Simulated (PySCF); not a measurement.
# C₆ coefficients of unlike pairs at UHF

Calculated with PySCF 2.14 from the dipole response of each species, C₆(A,B) = (3/π) ∫ α_A(iu) α_B(iu) du, in atomic units, from isotropic polarisabilities. For ions this is the dispersion term alone; charge-induced terms of lower order in 1/R come first.

| species | configuration | basis | relativity | α (bohr³) | C₆ (like pair) |
| --- | --- | --- | --- | --- | --- |
| Rh³⁺ | [Kr] 4d6 (5D) | aug-cc-pwCVTZ-DK (11s10p8d4f3g) | spin-free X2C | 4.427 | 20.18 |
| Si | [Ne] 3s2 3p2 (3P) | dyall-acv3z (19s12p6d4f) | none | 38.45 | 316.3 |
| Sb⁺ | [Kr] 4d10 5s2 5p2 (3P) | def2-QZVPPD with the def2 core potential (28 electrons) (8s6p5d4f1g) | core potential | 25.79 | 215.8 |
| Sb³⁺ | [Kr] 4d10 5s2 (1S) | def2-QZVPPD with the def2 core potential (28 electrons) (8s6p5d4f1g) | core potential | 12.16 | 58.97 |

(1) Estimate C₆ for Sb⁺ with Si.

No spin-orbit coupling is included.

The other pairs:

| pair | C₆ |
| --- | --- |
| Sb³⁺, Rh³⁺ | 32.27 |
| Si, Rh³⁺ | 61.33 |
| Sb³⁺, Si | 128.7 |
| Sb⁺, Rh³⁺ | 58.26 |
| Sb³⁺, Sb⁺ | 111.8 |

## Answers

(1) The integral gives 254.9. The combination rule 2 C_A C_B / (C_A α_B/α_A + C_B α_A/α_B) gives 255.7 and the geometric mean 261.2.
